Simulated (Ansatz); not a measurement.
Reaction (isomerisation): `[OH][Ge]([OH])([OH])[SiH3]` → `[OH][GeH]([OH])[O][SiH3]`

Isolated molecules relaxed with PBE0-D4/def2-TZVP in Ansatz; ΔE leaves out vibrations. CBS: MP2 limit from def2 TZ/QZ plus the TZ coupled-cluster correction, frozen cores. Functionals use def2-TZVPP. B3LYP here is the variant with VWN-RPA as its local correlation; programs differ in this. For Ge outer-core shells are correlated without core-valence functions, which leaves a few kJ/mol of doubt a bond. Scalar relativity is left out up to krypton. One conformer a species, not always the lowest.

| level | ΔE (kJ/mol) | difference from CCSD(T)/CBS |
| --- | --- | --- |
| PBE-D4 | -59.0 | 25.5 |
| r2SCAN-D4 | -79.0 | 5.5 |
| PBE0-D4 | -69.7 | 14.8 |
| B3LYP-D4 | -80.8 | 3.7 |
| ωB97X-V | -83.6 | 0.9 |
| ωB97M-V | -84.8 | -0.3 |
| B2PLYP | -87.2 | -2.7 |
| PBE | -59.1 | 25.4 |
| r2SCAN | -79.0 | 5.5 |
| PBE0 | -69.9 | 14.6 |
| B3LYP | -81.1 | 3.4 |
| HF/def2-TZVPP | -113.3 | -28.8 |
| MP2/def2-TZVPP | -92.2 | -7.7 |
| SCS-MP2/def2-TZVPP | -96.9 | -12.4 |
| CCSD/def2-TZVPP | -90.8 | -6.3 |
| CCSD(T)/def2-TZVPP | -87.3 | -2.8 |
| HF/def2-QZVPP | -116.1 | -31.6 |
| MP2/def2-QZVPP | -91.6 | -7.1 |
| SCS-MP2/def2-QZVPP | -96.6 | -12.1 |
| HF/CBS(def2) | -116.5 | -32.0 |
| MP2/CBS(def2) | -89.4 | -4.9 |
| CCSD/CBS(def2) | -87.9 | -3.4 |
| CCSD(T)/CBS | -84.5 | 0 |

Largest T1 diagnostic among the species: 0.013.

From PBE to PBE0 (25 % exact exchange), in def2-TZVPP and without D4, ΔE moves by −10.8 kJ/mol. In def2-TZVPP, CCSD(T) changes the Hartree–Fock value by +26.0 kJ/mol (the triples alone add +3.4 kJ/mol) and MP2 by +21.1 kJ/mol.
